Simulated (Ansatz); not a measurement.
Stretching the Sn1–H3 bond in GeH6Sn (SMILES [GeH3][SnH3]) (multiplicity 1 held, fragments rigid). Energies count from the point at 1.712 Å.
Geometry at that point (charge 0, multiplicity 1):
| atom | x (Å) | y (Å) | z (Å) |
|---|---|---|---|
| Sn | -1.0322 | 0.1022 | -0.0172 |
| Ge | 1.5684 | -0.1553 | 0.0261 |
| H | -1.7216 | -0.9461 | -1.1826 |
| H | -1.4714 | 1.7097 | -0.4116 |
| H | -1.7003 | -0.2790 | 1.5128 |
| H | 1.9614 | -1.6007 | 0.3808 |
| H | 2.1864 | 0.7877 | 1.0741 |
| H | 2.1673 | 0.1877 | -1.3498 |

Restricted levels (R-, RO-) in cc, def2 and unpolarised 6-31G sets keep to the state of the molecule at rest. Unrestricted levels (U-) break spin symmetry where that is lower. Levels need not reach the same state.

Cores are frozen in the correlated methods. Filled d and f shells under p-block atoms count as core.

The values were computed with Ansatz (a first-principles code).  In def2 rows elements past Kr take small-core potentials, without spin–orbit coupling.

Energies in eV.

| R (Å) | U-HF/def2-TZVPP | R-B3LYP/def2-TZVPP | R-MP2/def2-TZVPP | U-MP2/def2-TZVPP | U-SCS-MP2/def2-TZVPP | U-CCSD/def2-TZVPP |
|---|---|---|---|---|---|---|
| 1.370 | 1.38 | 1.31 | 1.39 | 1.39 | 1.40 | 1.42 |
| 1.541 | 0.26 | 0.25 | 0.27 | 0.27 | 0.27 | 0.29 |
| 1.712 | 0.00 | 0.00 | 0.00 | 0.00 | 0.00 | 0.00 |
| 1.884 | 0.18 | 0.16 | 0.17 | 0.17 | 0.16 | 0.15 |
| 2.055 | 0.58 | 0.51 | 0.55 | 0.55 | 0.54 | 0.50 |
| 2.312 | 1.34 | 1.16 | 1.28 | 1.28 | 1.26 | 1.17 |
| 2.569 | 1.93 | 1.82 | 2.01 | 2.24 | 2.30 | 1.86 |
| 2.997 | 2.34 | 2.77 | 3.07 | 2.89 | 3.00 | 2.73 |
| 3.425 | 2.47 | 3.47 | 3.86 | 3.10 | 3.21 | 3.15 |
| 3.939 | 2.52 | 4.05 | 4.46 | 3.17 | 3.29 | 3.28 |
| 4.624 | 2.53 | 4.50 | 4.77 | 3.19 | 3.31 | 3.31 |
| 5.480 | 2.53 | 4.79 | 4.60 | 3.20 | 3.32 | 3.31 |

Doubts at one or more of the structures used: a spin-contaminated determinant (U-HF/def2-TZVPP, U-MP2/def2-TZVPP, U-SCS-MP2/def2-TZVPP, U-CCSD/def2-TZVPP); a restricted determinant that unrestricted orbitals would lower (R-B3LYP/def2-TZVPP, R-MP2/def2-TZVPP); T1 above 0.05 (U-CCSD/def2-TZVPP).
